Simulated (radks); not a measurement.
Values are calculated unless marked as measured or tabulated.
Task: The mean radii <r> (bohr) of the occupied orbitals of an atom or ion are listed with their occupations. Code: a radial shooting solver on a logarithmic mesh with Libxc functionals. Model: Dirac Kohn-Sham, LDA (Slater exchange, Perdew-Wang correlation), spin-unpolarised, spherical densities, finite nucleus; Fermi nuclear charge, rms radius of each element as measured or else 0.836 A^(1/3) + 0.57 fm.

| orbital | occ. | <r> |
|---|---|---|
| 1s1/2 | 2 | 0.02560 |
| 2s1/2 | 2 | 0.1094 |
| 2p1/2 | 2 | 0.09197 |
| 2p3/2 | 4 | 0.09796 |
| 3s1/2 | 2 | 0.2921 |
| 3p1/2 | 2 | 0.2818 |
| 3p3/2 | 4 | 0.2938 |
| 3d3/2 | 4 | 0.2645 |
| 3d5/2 | 6 | 0.2683 |
| 4s1/2 | 2 | 0.6743 |
| 4p1/2 | 2 | 0.6971 |
| 4p3/2 | 4 | 0.7247 |
| 4d3/2 | 4 | 0.7953 |
| 4d5/2 | 6 | 0.8054 |
| 5s1/2 | 2 | 1.636 |
| 5p1/2 | 2 | 1.862 |
| 5p3/2 | 4 | 1.951 |
| 6s1/2 | 2 | 4.722 |

Name the element and its charge. Open shells, if any, fill j = l - 1/2 first.

Result: Z = 56, barium, charge 0: Ba in [Xe] 6s2. The 1s radius gives Z: for a bare nucleus <r> = (2 gamma + 1)/(2Z) with gamma = sqrt(1 - (Z/c)^2), 0.02523 bohr for Z = 56, and screening makes it slightly larger (0.02560 here). The occupations add up to 56, and the charge is Z minus that.
